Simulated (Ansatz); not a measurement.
A run for Ansatz (a program for electronic structure): R-RI-MP2/def2-TZVPPD on GeH4 (SMILES [GeH4]) with ghost functions, monomers drawn apart or pushed together. Files ending in .json are basis or fitting sets from the Basis Set Exchange. The run froze 14 orbitals, filled d shells among them.

Ansatz 0.2 input:
```yaml
crystal:
  periodic: [false, false, false]
  atoms:
    - {symbol: Ge, position_ang: [-0.00003256, 0.13432416, 0.16204605]}
    - {symbol: H, position_ang: [-1.52394075, 0.28526054, 0.22581372]}
    - {symbol: H, position_ang: [0.41839493, -1.23619423, 0.71575661]}
    - {symbol: H, position_ang: [0.68099087, 1.24488269, 0.97313318]}
    - {symbol: H, position_ang: [0.45958978, 0.23235918, -1.30488836]}
basis:
  gaussian:
    orbitals: def2-TZVPPD.json
    fitting: {mean_field: def2-universal-JKFIT, correlation: def2-TZVPPD-RIFIT.json}
    ghost_atoms:
      - {symbol: C, position_ang: [0.92346307, -0.62663720, 6.96297424]}
      - {symbol: S, position_ang: [-0.88753945, -0.55425865, 6.77997787]}
      - {symbol: H, position_ang: [1.39348215, -1.02586297, 6.06656307]}
      - {symbol: H, position_ang: [1.25441702, 0.40074250, 7.10443773]}
      - {symbol: H, position_ang: [1.20875402, -1.21227360, 7.83418429]}
      - {symbol: H, position_ang: [-1.08869091, -1.86880893, 6.59399348]}
magnetization: {spin_polarized: false}
correlation: {method: mp2, electrons: outside_noble_gas}
scf: {lower_state_search: off}
```

The log:

```
Functional definition: HF
[...]
these checks for a lower state are left out or cut short: stability, starts, cluster_reference, orbital_swaps, neighbouring_geometries, increment
integrals: 0.28 GiB planned
613 factors; integrals over basis functions are off by at most 1.3e0 eV
mean field: 0.52 GiB planned
mean field evaluation 1: about -56535.9958 eV, gradient 1.0e1 eV
mean field evaluation 2: about -56536.4844 eV, gradient 4.1e0 eV
mean field evaluation 4: about -56536.5364 eV, gradient 1.8e-1 eV
mean field evaluation 8: about -56536.5375 eV, gradient 1.8e-6 eV
mean field -56536.53753478 eV, -2077.6794325616 hartree, gradient 1.8e-6 eV, S^2 0.000000; 0 other end points of the search recorded, 0 dependent functions left out
14 core orbitals not correlated
718 factors; their error is unknown
reference -56536.53753478 eV, -2077.6794325616 hartree; 4, 4 occupied and 260, 260 virtual orbitals, 718 factors
second order -3.79001677 eV of doubles, -0.00000000 eV of singles
Total energy: -56540.32755155 eV, -2077.8187131089 hartree
Checks for a lower state left out: stability, starts, cluster_reference, orbital_swaps, neighbouring_geometries, increment
```

The calculation finished and met its thresholds.

Cost: roughly 4 core-seconds.
